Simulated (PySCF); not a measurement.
Isomers of C11H8O, one GFN2-xTB conformer each. Single-point energies are computed at PBE0/pcSseg-1 (PySCF, gas phase, no added dispersion term), electronic only.

```
             SMILES  GFN2-xTB relative energy (kcal/mol)
CC#C/C=C/C#Cc1ccco1                                  7.1
 C#CC#Cc1cccc(OC)c1                                  0.0
```

Conformers: `[CH:1]#[C:2][C:3]#[C:4][c:5]1[cH:6][cH:7][cH:8][c:9]([O:10][CH3:11])[cH:12]1` with C8–C9–O10–C11 180°.

Q: What does PBE0/pcSseg-1 give for the same structures?

A: 
```
             SMILES  PBE0/pcSseg-1 E (Eh)  PBE0/pcSseg-1 (kcal/mol)  GFN2-xTB (kcal/mol)  point group
 C#CC#Cc1cccc(OC)c1            -498.42110                       0.0                  0.0           Cs
CC#C/C=C/C#Cc1ccco1            -498.40030                      13.1                  7.1            –
```

Both levels put the same isomer lowest. As drawn, the higher has a C=C bond outside aromatic rings, which the lower lacks.

Q: Which frontier levels, dipoles and rotational constants go with these structures?

A: 
```tsv
SMILES	HOMO (eV, PBE0/pcSseg-1)	LUMO (eV)	dipole (D)	A, B, C (MHz)
C#CC#Cc1cccc(OC)c1	-6.52	-1.58	1.33	1894, 440.8, 358.4
CC#C/C=C/C#Cc1ccco1	-5.85	-1.76	0.62	6868, 236.8, 229.2
```
